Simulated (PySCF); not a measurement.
Sb(Br)(TeH)2 (BrH₂SbTe₂), SMILES [Br][Sb]([TeH])[TeH].

Geometry: PBE0-D3(BJ)/def2-SVP. The def2 effective core potentials stand for the cores of Sb, Te; spin–orbit coupling is left out.

Two levels are set side by side: PBE/def2-TZVP (PySCF) and HF/def2-TZVP (PySCF). Same geometry, gas phase. Differences are taken from unrounded values.

```
quantity                       PBE
---------------------------  -----
orbital gap (eV)              2.86
highest occupied level (eV)  -5.68
lowest empty level (eV)      -2.82
dipole moment (D)             1.96
mean polarisability (bohr³)  151.3
```

### Question
These are the PBE values. What does HF give? (An estimate is asked for; the answer gives what the named calculation found.)

### Answer

```tsv
quantity	HF	PBE minus HF
orbital gap (eV)	9.46	-6.60
highest occupied level (eV)	-8.79	3.12
lowest empty level (eV)	0.67	-3.48
dipole moment (D)	2.25	-0.29
mean polarisability (bohr³)	143.6	7.7
```

PBE's occupied levels lie high since its potential decays too fast outside the molecule; exact exchange lowers them and widens the gap. PBE's more diffuse valence density responds more strongly to a field. Differences between two approximate levels are no errors against the true value.

Rough cost on one machine, each run with all the roots and properties that it gave: HF against PBE about 1/2.
